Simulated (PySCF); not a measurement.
The dipole of `C#CC1=C2C=CC=CC=C2C=C1` from its density and from atomic charges.

Coordinates (GFN2-xTB, Å) and charges (e) from the PBE0/pcSseg-1 density (PySCF):

| atom | x | y | z | Mulliken | IAO | Hirshfeld | ESP-fitted |
| --- | --- | --- | --- | --- | --- | --- | --- |
| C1 | 3.372 | -2.203 | -0.305 | -0.4316 | -0.2576 | -0.1224 | -0.4822 |
| C2 | 2.630 | -1.257 | -0.276 | +0.4844 | -0.0272 | -0.0495 | +0.1116 |
| C3 | 1.765 | -0.153 | -0.243 | -0.2138 | -0.0686 | -0.0264 | -0.2925 |
| C4 | 2.140 | 1.190 | -0.408 | -0.0243 | -0.1252 | -0.0363 | +0.1264 |
| C5 | 1.017 | 1.998 | -0.313 | -0.0309 | -0.2029 | -0.0788 | -0.6190 |
| C6 | -0.108 | 1.198 | -0.084 | -0.1868 | +0.0024 | -0.0019 | +0.2944 |
| C7 | -1.406 | 1.646 | 0.067 | +0.0281 | -0.0996 | -0.0153 | -0.2096 |
| C8 | -2.557 | 0.903 | 0.297 | -0.0864 | -0.1696 | -0.0495 | -0.1540 |
| C9 | -2.694 | -0.472 | 0.428 | -0.0691 | -0.1123 | -0.0235 | -0.1002 |
| C10 | -1.734 | -1.472 | 0.371 | -0.0710 | -0.1675 | -0.0475 | -0.1663 |
| C11 | -0.365 | -1.352 | 0.164 | +0.0183 | -0.0950 | -0.0123 | -0.1605 |
| C12 | 0.372 | -0.204 | -0.037 | -0.0913 | +0.0034 | +0.0011 | +0.2072 |
| H13 | 4.023 | -3.024 | -0.329 | +0.0390 | +0.2003 | +0.0873 | +0.3116 |
| H14 | 3.147 | 1.526 | -0.581 | +0.0679 | +0.1647 | +0.0587 | +0.1350 |
| H15 | 1.005 | 3.069 | -0.401 | +0.0585 | +0.1536 | +0.0493 | +0.2473 |
| H16 | -1.538 | 2.721 | -0.002 | +0.0861 | +0.1597 | +0.0576 | +0.1669 |
| H17 | -3.474 | 1.473 | 0.384 | +0.1044 | +0.1561 | +0.0499 | +0.1387 |
| H18 | -3.707 | -0.818 | 0.603 | +0.1083 | +0.1589 | +0.0548 | +0.1372 |
| H19 | -2.101 | -2.482 | 0.507 | +0.1023 | +0.1570 | +0.0509 | +0.1410 |
| H20 | 0.206 | -2.275 | 0.157 | +0.1077 | +0.1694 | +0.0532 | +0.1671 |

Problem. Compute μ = Σ q r for each scheme (1 e·Å = 4.803 D) and compare with the dipole of the full density.

Solution. The full density gives (-2.09, 0.25, 0.29) D, 2.13 D in size; dipole vectors point from the negative to the positive end.

```tsv
scheme	μx	μy	μz	size (D)	share of the full size (%)	angle to the full dipole (°)
Mulliken	-4.00	0.60	0.53	4.08	192	2
IAO	-2.53	0.23	0.35	2.56	120	2
Hirshfeld	-2.04	0.36	0.27	2.09	98	3
ESP-fitted	-2.11	0.26	0.29	2.15	101	0
```

Problem. Which set comes closest?

Solution. Length of the difference vector: ESP-fitted 0.02 D, Hirshfeld 0.12 D, IAO 0.44 D, Mulliken 1.95 D. Closest: ESP-fitted. 

Problem. What is left for the Hirshfeld atoms' own dipoles?

Solution. The shares of the density sum to the whole, so what Σ q r misses lies in dipoles about the nuclei. The atomic dipoles sum to (-2.09, 0.25, 0.29) − (-2.04, 0.36, 0.27) = (-0.05, -0.11, 0.02) D, 0.12 D in size.

Problem. With the origin at the mean of the coordinates, (0.000, 0.001, 0.000) Å, which are the largest single terms, by size, of the IAO dipole along the direction of the full one?

Solution. C1 +4.48, H13 -4.20, H18 +2.77, H17 +2.73, H14 -2.37 D; all 20 atoms together +2.56 D. The single terms depend on the origin, their sum doesn't.

Problem. Give the size of the full dipole in other units.

Solution. 2.13 D = 0.837 au = 0.443 e·Å = 7.10 × 10⁻³⁰ C·m.

Geometry: GFN2-xTB; no solvent, vibrations or thermal averaging.
